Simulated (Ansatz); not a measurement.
Si₃O₄⁻. Total charge -1; doublet. Geometry r2SCAN-D4/def2-SVPD, basis def2-TZVPD, Ansatz.

Cartesian coordinates in Å:
```
Si -1.025 0.665 -0.531
Si -0.127 -1.076 0.776
Si 1.986 0.708 -0.423
O -2.277 0.847 -1.447
O 0.513 1.238 -1.056
O -0.568 -1.861 2.053
O 1.499 -0.521 0.628
```

```tsv
run	HOMO (eV)	LUMO (eV)
A	-1.33	1.32
B	-0.66	0.77
C	-0.41	0.52
D	-3.81	4.22
```

Another isomer (doublet) lies 0.14 eV lower at PBE0-D4/def2-TZVPD; other spin states weren't run for this one.

HOMO and LUMO are taken over both spins.

Question: The runs used HF, PBE, PBE0, r2SCAN. Estimate which is which.

Answer: A PBE0 (25 % exact exchange); B r2SCAN (0 % exact exchange); C PBE (0 % exact exchange); D HF (100 % exact exchange). Exact exchange lowers occupied and raises empty levels; among semilocal functionals meta-GGAs tend to open the gap a little, and such runs are hard to tell apart. The gap grows from 0.93 eV (PBE) to 8.04 eV (HF).
